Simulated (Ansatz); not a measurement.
Stepwise reaction of `[F][GeH]([F])[SiH3]` with hydrogen, as a gas-phase model of exchange steps in deposition or etching. ΔE in kJ/mol; ΔG adds harmonic PBE0-D4 terms to CCSD(T)/CBS, at 1 bar.

Computed with Ansatz on PBE0-D4/def2-TZVP structures; ΔE is electronic, products minus reactants. CCSD(T)/CBS is the MP2 limit (def2-TZVPP, def2-QZVPP) plus CCSD(T) − MP2 in def2-TZVPP, frozen cores. This one scheme is used for every species. DFT in def2-TZVPP. B3LYP here is the variant with VWN-RPA as its local correlation; programs differ in this. For Ge outer-core shells are correlated without core-valence functions, which leaves a few kJ/mol of doubt a bond. Scalar relativity is left out up to krypton.

```csv
step,reaction,PBE-D4,B3LYP-D4,ωB97M-V,CCSD(T)/CBS,ΔG(400 K)
2,`[F][GeH2][SiH3]` + H₂ → `[SiH3][GeH3]` + H–F,28.9,34.6,31.4,24.0,29.4
```

(1) Give the row of step 1, `[F][GeH]([F])[SiH3]` + H₂ → `[F][GeH2][SiH3]` + H–F. (Estimate.)

(2) By hand: ΔE of the 2 steps together at CCSD(T)/CBS.

Answers

(1) Computed: 
```csv
step,reaction,PBE-D4,B3LYP-D4,ωB97M-V,CCSD(T)/CBS,ΔG(400 K)
1,`[F][GeH]([F])[SiH3]` + H₂ → `[F][GeH2][SiH3]` + H–F,52.9,56.8,55.0,48.5,50.1
```

(2) (48.5) + (24.0) = 72.5 kJ/mol, or 36.2 kJ/mol a step.

In ΔE each step is lower than the one before. All are uphill at CCSD(T)/CBS. ΔG lies between 29.4 and 50.1 kJ/mol a step. PBE-D4 differs from CCSD(T)/CBS by 4.4 to 4.9 kJ/mol a step. Only this route is followed, and other bonds may react first. Isolated molecules leave out the surface, adducts and barriers. Largest T1 diagnostic: 0.013.
